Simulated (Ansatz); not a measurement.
```yaml
crystal:
  periodic: [false, false, false]
  atoms:
    - {symbol: O, position_ang: [0.527615, -2.077802, 1.877765]}
    - {symbol: C, position_ang: [-0.244297, -1.482170, 0.999969]}
    - {symbol: O, position_ang: [-0.247217, -0.108409, 1.201318]}
    - {symbol: Si, position_ang: [-0.448584, 1.099640, -0.014833]}
    - {symbol: Si, position_ang: [0.875675, 1.067035, -1.748014]}
    - {symbol: H, position_ang: [-0.145431, -1.999452, 2.745633]}
    - {symbol: H, position_ang: [0.424087, -1.681429, 0.205889]}
    - {symbol: H, position_ang: [-1.318906, -1.852166, 0.875301]}
    - {symbol: H, position_ang: [-2.068683, 0.715298, -0.317828]}
    - {symbol: H, position_ang: [-0.645042, 2.374331, 0.844687]}
    - {symbol: H, position_ang: [0.796662, -0.178833, -2.460997]}
    - {symbol: H, position_ang: [2.082037, 1.458874, -1.291798]}
    - {symbol: H, position_ang: [0.219482, 2.173640, -2.878475]}
basis:
  gaussian: {orbitals: aug-cc-pVTZ}
total_charge: 1
magnetization: {spin_polarized: true, initial_magnetization: 1}
hamiltonian: {xc: {name: HF}}
correlation: {method: mp2, frozen_orbitals: {O: 9}}
scf: {lower_state_search: off}
output: {forces: true}
```

```sh
$ ansatz run in.yaml --threads 4 --pin off --events-out ev --progress --plain --max-ram 10444MiB
```

Shortened log:

```
Functional definition: HF
Error: "frozen_orbitals" has no count for C
```

What is wrong with this run?

Frozen orbitals are typed for one element alone, and the program wants a count for each. The input was rejected before any iteration.
